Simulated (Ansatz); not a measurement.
Species: GaCl₂ (charge +1, singlet). 
Coordinates optimised at B3LYP-D3(BJ)/def2-TZVP (Ansatz, a program for electronic structure):
```
Ga
Cl 1 2.0381
Cl 1 2.0381 2 180.00
```
Charge +1, spin multiplicity 1.

Basis-set convergence of Hartree-Fock and CCSD correlation energies (hartree) with Ansatz. Correlated levels leave the core frozen unless marked. Spin-orbit coupling is left out. Frozen are the shells of the preceding noble gas and the d and f shells that filled before the atom's block. No relativistic terms.

```tsv
basis	functions	E(HF)	E(corr, CCSD)
def2-SVPD	92	-2841.53193	-0.35331
def2-TZVPPD	156	-2842.09185	-0.45440
def2-QZVPPD	253	-2842.15568	-0.49078
```

Extrapolating the two largest sets (X = 3 and 4) as X^-3: E(corr) = (64·(-0.49078) - 27·(-0.45440))/37 = -0.5173 Eh, an estimate of the basis-set limit. The largest set recovers 94.9 % of it, the smallest 68.3 %.
